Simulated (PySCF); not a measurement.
## Ag⁻ (silver, charge -1) across methods

[Kr] 4d10 5s2, closed-shell 1S. Calculation: PySCF 2.14, in aug-cc-pVDZ-PP with ECP28MDF; scalar relativity through the core potential. The B2PLYP total includes its PT2 part (frozen core); its orbital energies are those of the SCF part.

```
 method  E (hartree)  mean ε 4p (eV)  mean ε 4d (eV)  mean ε 5s (eV)  Σ⟨r²⟩ (bohr²)   ⟨S²⟩
  M06-L    -147.0585         -55.668          -1.350           0.709          75.80  0.000
 B2PLYP    -146.7761         -62.902          -4.774           0.008          77.83  0.000
    UHF   -146.05778         -70.904          -8.347          -0.591          85.83  0.000
    PBE    -146.9774         -53.997          -1.013           0.948          73.73  0.000
    LDA    -146.7115         -53.876          -1.086           0.789          71.78  0.000
   PBE0    -146.9493         -58.263          -2.876           0.423          74.71  0.000
r2SCANh    -146.9875         -57.371          -1.940           0.604          73.13  0.000
  TPSSh    -146.8968         -56.093          -1.702           0.808          73.68  0.000
 r2SCAN    -147.0056         -55.916          -1.217           0.814          72.65  0.000
```

Energies and moments cover only the electrons outside the core potential.

The highest occupied level is positive at M06-L, B2PLYP, PBE, LDA, PBE0, r2SCANh, TPSSh, r2SCAN: only the finite basis holds that electron, which in a density functional comes from self-interaction.
